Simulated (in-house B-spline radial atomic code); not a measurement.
Inner levels of gold as electrons are removed. A shift is the extra binding of the orbital against the neutral atom ([Xe] 4f14 5d10 6s1). The density at the nucleus is averaged over the nuclear charge. Computed with a B-spline radial code for spherical atoms: Dirac-Hartree-Fock, jj configuration that fills j = l - 1/2 first, finite nuclei.

A number in brackets counts the electrons of a j subshell.

```tsv
ion	configuration	shift of 2s1/2 (eV)	shift of 1s1/2 (eV)	shift of 3p1/2 (eV)	radius of 2s1/2 (bohr)	radius of 1s1/2 (bohr)	radius of 3p1/2 (bohr)	Σ<r²> (bohr²)	change of density at nucleus (bohr⁻³)
Au33+	[Kr] 4d10	1277.06	1267.29	1274.77	0.070451	0.016868	0.17261	3.9444	-137.11
Au34+	[Kr] 4d3/2(4) 4d5/2(5)	?	?	?	?	?	?	?	?
Au35+	[Kr] 4d3/2(4) 4d5/2(4)	1425.42	1417.2	1412.3	0.070436	0.016868	0.17232	3.4924	521.92
Au36+	[Kr] 4d3/2(4) 4d5/2(3)	1501.3	1493.94	1482.44	0.070428	0.016868	0.17217	3.2757	864.06
Au37+	[Kr] 4d3/2(4) 4d5/2(2)	1578.31	1571.87	1553.49	0.07042	0.016868	0.17202	3.0647	1214.6
Au38+	[Kr] 4d3/2(4) 4d5/2(1)	1656.44	1650.98	1625.44	0.070412	0.016868	0.17185	2.8594	1573.52
Au39+	[Kr] 4d3/2(4)	?	?	?	?	?	?	?	?
Au40+	[Kr] 4d3/2(3)	1817.58	1814.7	1772.54	0.070393	0.016868	0.17149	2.4698	2336.87
Au41+	[Kr] 4d3/2(2)	1900.6	1899.33	1847.68	0.070383	0.016868	0.17128	2.2851	2741.68
Au42+	[Kr] 4d3/2(1)	?	?	?	?	?	?	?	?
Au43+	[Ar] 3d10 4s2 4p6	2070.07	2072.27	2000.62	0.070361	0.016868	0.17086	1.9297	3577.9
Au44+	[Ar] 3d10 4s2 4p1/2(2) 4p3/2(3)	2153.51	2162.34	2076.33	0.070347	0.016868	0.17068	1.7503	4051.52
Au45+	[Ar] 3d10 4s2 4p1/2(2) 4p3/2(2)	2237.84	2253.47	2152.73	0.070333	0.016867	0.17051	1.5745	4533.24
Au46+	[Ar] 3d10 4s2 4p1/2(2) 4p3/2(1)	2323.05	2345.67	2229.82	0.070319	0.016867	0.17032	1.4021	5023.11
Au47+	[Ar] 3d10 4s2 4p1/2(2)	2409.14	2438.92	2307.59	0.070304	0.016866	0.17014	1.2331	5521.12
Au48+	[Ar] 3d10 4s2 4p1/2(1)	2500.53	2540.63	2386.55	0.070286	0.016866	0.17017	1.0833	5316.68
Au49+	[Ar] 3d10 4s2	2592.87	2643.56	2466.2	0.070267	0.016865	0.17002	0.93652	5101.44
Au50+	[Ar] 3d10 4s1	2682.14	2742.01	2547.61	0.070263	0.016865	0.16983	0.78951	-4129.33
Au51+	[Ar] 3d10	2772.19	2841.45	2629.64	0.070256	0.016864	0.16963	0.64505	-13575.1
```

Task: Fill in the row of Au34+.

Result: shift of 2s1/2 (eV): 1350.67; shift of 1s1/2 (eV): 1341.65; shift of 3p1/2 (eV): 1343.08; radius of 2s1/2 (bohr): 0.070444; radius of 1s1/2 (bohr): 0.016868; radius of 3p1/2 (bohr): 0.17247; Σ<r²> (bohr²): 3.7153; change of density at nucleus (bohr⁻³): 188.21.

Task: Fill in the row of Au39+.

Result: shift of 2s1/2 (eV): 1735.7; shift of 1s1/2 (eV): 1731.29; shift of 3p1/2 (eV): 1698.29; radius of 2s1/2 (bohr): 0.070403; radius of 1s1/2 (bohr): 0.016868; radius of 3p1/2 (bohr): 0.17169; Σ<r²> (bohr²): 2.6595; change of density at nucleus (bohr⁻³): 1940.87.

Task: Fill in the row of Au42+.

Result: shift of 2s1/2 (eV): 1984.76; shift of 1s1/2 (eV): 1985.19; shift of 3p1/2 (eV): 1923.71; radius of 2s1/2 (bohr): 0.070372; radius of 1s1/2 (bohr): 0.016868; radius of 3p1/2 (bohr): 0.17107; Σ<r²> (bohr²): 2.1051; change of density at nucleus (bohr⁻³): 3155.37.
